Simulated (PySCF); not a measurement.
# Vibration and rotation of HgI

r²SCAN0 constants of HgI, ²Σ⁺ (doublet), unpaired electrons σ ↑ (PySCF, scalar-relativistic core potentials, basis sets Hg def2-SVP with ECP60, I def2-SVP with ECP28; masses 201.9706 and 126.9045 u):

```
ωe              : 118.6 cm⁻¹
ωexe            : 0.739 cm⁻¹
Be              : 0.027637 cm⁻¹
αe              : 0.000156 cm⁻¹
D (centrifugal) : 6e-09 cm⁻¹
De to Hg + I    : 0.58 eV
```

Problem. Give the vibrational terms G(v) and spacings up to v = 6.

Solution. G(v) = ωe(v+½) − ωexe(v+½)².

```tsv
v	G(v) (cm⁻¹)	G(v) − G(v−1)	Bv (cm⁻¹)
0	59.1		0.02756
1	176.2	117.1	0.02740
2	291.9	115.6	0.02725
3	406.0	114.2	0.02709
4	518.7	112.7	0.02693
5	629.9	111.2	0.02678
6	739.7	109.7	0.02662
```

Problem. How well does the Morse estimate ωe²/(4ωexe) reproduce De, and what is D0?

Solution. It gives 0.59 eV, 102 % of the computed De. D0 = De − G(0) = 0.58 − 0.01 = 0.57 eV.

These are scalar-relativistic numbers at best; spin–orbit coupling would shift them, the dissociation energy most. The state is the lowest determinant that a PBE0 search found; another state may lie lower at other levels.
